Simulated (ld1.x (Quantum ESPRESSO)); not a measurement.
**La: variants of one RRKJ potential**

Base potential:

lanthanum (La), norm-conserving RRKJ (Kleinman–Bylander form), made with ld1.x (Quantum ESPRESSO) 7.5 (LDA (PZ), fully relativistic). Core [Xe], reference 4f0 5d1.5 6s1.5 6p0. Waves: 6p (bound, empty): rc 4.05 bohr; 5d (bound): rc 3.05 bohr; 4f (bound, empty): rc 1.35 bohr; 6s (bound): rc 4.20 bohr. Local part: the s channel. Core correction: a·sin(br)/r model core inside 1.30 bohr. rho0 = 0.01.

Open shells are filled in proportion to 2j + 1 (rel_dist='average').

Cutoffs, loose and tight: the cutoffs (Ry, on a coarse ladder) from which the occupation-weighted sum of valence levels, in a spherical-Bessel basis at the reference potential, stays within 10 and 1 mRy of its value at 400 Ry. They do not see the model core or the augmentation charge, which bear on the density cutoff. Test errors are all-electron minus pseudo excitation energies from the reference, over the configurations 4f0 5d1 6s2 6p0; 4f0 5d1 6s1 6p0; 4f0 5d1 6s0 6p0; 4f1 5d0 6s1 6p0; 4f0 5d2 6s1 6p0; 4f0 5d1 6s1.5 6p0; 4f0 5d2 6s0 6p0. A dash means not determined; rows that change the core or the reference have their own tests.

For the base: The cutoffs count occupied waves only; the empty 4f level needs 110 Ry at the loose tolerance.

| change | outcome | cutoff, loose | cutoff, tight | bound ghosts | largest test error (meV) |
| --- | --- | --- | --- | --- | --- |
| base | generated | 10 Ry | 12 Ry | none | -869 |
| wave 6s (bound): rc 4.20 bohr becomes 6s (bound): rc 3.60 bohr | generated | 10 Ry | 12 Ry | none | -872 |
| wave 6s (bound): rc 4.20 bohr becomes 6s (bound): rc 4.06 bohr | generated | 10 Ry | 12 Ry | none | -870 |
| wave 6s (bound): rc 4.20 bohr becomes 6s (bound): rc 4.76 bohr | generated | 10 Ry | 12 Ry | none | -855 |
| wave 6s (bound): rc 4.20 bohr becomes 6s (bound): rc 5.54 bohr | generated | 10 Ry | 12 Ry | none | -826 |
| wave 6s (bound): rc 4.20 bohr becomes 6s (bound): rc 6.22 bohr | generated | 10 Ry | 12 Ry | none | -797 |

(1) What comes out with this change to the base: wave 6s (bound): rc 4.20 bohr becomes 6s (bound): rc 2.92 bohr?

## Answers

(1) outcome: generated; cutoff, loose: 10 Ry; cutoff, tight: 15 Ry; bound ghosts: none; largest test error (meV): -815.

Reading the sweep of the s radius (base included, trends over the rows without a ghost): The loose cutoff stays near 10 Ry. The median size of the test errors (rows with all tests solved) is not monotonic: lowest 4.8 meV at 5.54 bohr, highest 20.8 meV at 3.6 bohr.
